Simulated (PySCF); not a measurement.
Cartesian coordinates (Å):
```xyz
6

Zn    -0.0028     0.0002     0.0052
F      0.8355    -0.0493    -1.5370
C     -0.9199     0.0543     1.6922
H     -0.2295     0.3655     2.5016
H     -1.3275    -0.9445     1.9468
H     -1.7613     0.7750     1.6557
```
Charge 0, spin multiplicity 1.

**Question.** What is the computed LUMO, charge on the central atom (Mulliken) and charge on the central atom (meta-Löwdin) (TPSSh-D3(BJ)/def2-TZVP // PBE-D3(BJ)/def2-SVP (PySCF))?

**Answer.** 
```
Item                                         Value
----------------------------------------  --------
LUMO                                      -0.88 eV
charge on the central atom (Mulliken)       0.57 e
charge on the central atom (meta-Löwdin)    1.18 e
```
